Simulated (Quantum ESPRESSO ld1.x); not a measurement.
Task: Neutral technetium, 43 electrons, occupied as [Kr] 4d5 5s1 7s1 (not the ground configuration). All-electron calculation, scalar-relativistic Kohn-Sham, PW91, spin-unpolarised, spherical densities, point nucleus. Program: ld1.x of Quantum ESPRESSO 7.5. Some entries of the table are withheld. Estimate them.

orbital,occ.,eigenvalue (Ry),<r> (bohr),r(max) (bohr)
1s,2,-1534.4589,0.03428,0.02228
2s,2,-219.2821,0.1496,0.1262
2p,6,-196.3184,0.1304,0.1008
3s,2,(1),0.4154,0.3723
3p,6,-30.9945,0.4164,0.3657
3d,10,-18.7885,0.3990,(2)
4s,2,-5.8113,1.057,0.9489
4p,6,-3.7511,1.172,(3)
4d,5,-0.8977,1.672,1.268
5s,1,-0.7028,3.040,2.617
7s,1,-0.0592,16.97,17.36

Result: 
(1) 3s eigenvalue (Ry): -38.5333
(2) 3d r(max) (bohr): 0.3114
(3) 4p r(max) (bohr): 1.022
